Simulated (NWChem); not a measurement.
CH₄BClFN; SMILES CNB(F)Cl

```xyz
9

B      0.2279    -0.0991     0.0000
Cl    -0.3108    -1.7871     0.0000
F      1.5358     0.1434     0.0000
N     -0.6952     0.9412     0.0000
C     -0.3800     2.3490     0.0000
H     -1.6801     0.7070     0.0000
H     -0.7806     2.8593     0.8919
H     -0.7806     2.8593    -0.8919
H      0.7101     2.4781     0.0000
```
Atoms are numbered in this order, from 1.

All runs: NWChem. Structure relaxed at the PBE0/def2-SVP level.

Task: Order these by “orbital gap (eV)”, lowest first: PBE0/aug-cc-pVDZ; PBE0/cc-pVTZ; PBE0/cc-pVDZ.

Result: PBE0/aug-cc-pVDZ (7.62), PBE0/cc-pVTZ (8.83), PBE0/cc-pVDZ (9.02)
